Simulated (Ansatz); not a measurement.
Cl₃GeH (`[Cl][GeH]([Cl])[Cl]`) at its PBE0-D4/def2-TZVP geometry, where that method's forces vanish. The species carries charge 0 and has multiplicity 1.

```
atom   x (Å)   y (Å)   z (Å)
 Cl1  -1.040  -0.569   1.710
 Ge2   0.136   0.004   0.035
 Cl3  -0.191  -1.398  -1.530
 Cl4  -0.518   1.916  -0.626
  H5   1.613   0.047   0.411
```

Question: For each bond, give half the difference of the two atoms' forces along it (eV/Å; positive pushes the atoms apart) under PBE-D4, r2SCAN-D4, B3LYP-D4, ωB97M-V in def2-TZVPP. (Estimate.)

Answer: The calculation gave: 
| bond | length (Å) | PBE-D4 | r2SCAN-D4 | B3LYP-D4 | ωB97M-V |
| --- | --- | --- | --- | --- | --- |
| Cl1–Ge2 | 2.126 | 0.23 | 0.05 | 0.23 | 0.03 |
| Ge2–Cl3 | 2.126 | 0.23 | 0.05 | 0.23 | 0.03 |
| Ge2–Cl4 | 2.126 | 0.23 | 0.05 | 0.23 | 0.03 |
| Ge2–H5 | 1.525 | 0.02 | -0.07 | -0.15 | -0.16 |

B3LYP here is the variant with VWN-RPA as its local correlation; programs differ in this.

All numbers were calculated with Ansatz.
